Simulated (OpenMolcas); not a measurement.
Computed levels of 5s2 5p in ions with 49 electrons, in cm-1 above 2P* 1/2.

* Program: OpenMolcas
* Method: SS-CASPT2, IPEA 0.25 Eh, imaginary shift 0.1 Eh
* Basis: ANO-RCC-VTZP
* Scalar Hamiltonian: DKH2, point nucleus
* Spin-orbit coupling: state interaction with AMFI integrals over the reference wave functions, term energies averaged over their components

Active space for each ion: 3 electrons in 8 orbitals (5s 5p 6s 6p); closed shells correlated by CASPT2: 4d.

```csv
Level,Sb2+,I4+,Xe5+
2P* 3/2,5850,10790,13560
```

Question: Estimate 2P* 3/2 for Te3+ from its neighbours Sb2+ and I4+.

Answer: 2P* 3/2 is fine structure, which grows about as the fourth power of a screened charge, so the fourth roots are averaged: ((5850^0.25 + 10790^0.25) / 2)^4 = 8038. The calculation gives 7930, so the estimate is off by +1.4 %; the measured value is 9223 (Moore, Atomic Energy Levels, vol. III, NSRDS-NBS 35 (1971 reprint of NBS Circular 467, 1958)).

Over all roots computed the reference weight is 0.84 to 0.94 in Sb2+, 0.85 to 0.95 in Te3+, 0.85 to 0.95 in I4+, 0.86 to 0.95 in Xe5+; the roots of lowest weight are the least certain, and an intruder state may touch them. The run also gave levels led by 5s2 6p, which use shells meant for correlation; these and all levels above them are left out (holds for Sb2+). Active for correlation alone: 6p 6s; no level in the range computed is led by a configuration that fills them, so any true level of that kind is missing (holds for Te3+; I4+; Xe5+). Computed and measured levels are paired by configuration, term and J; levels that our copy of the source lacks, or whose pairing is in doubt (as where it misses far off the trend of its configuration), stay unpaired and out of the deviations. Levels of configurations outside the active space are missing.

* marks odd parity.
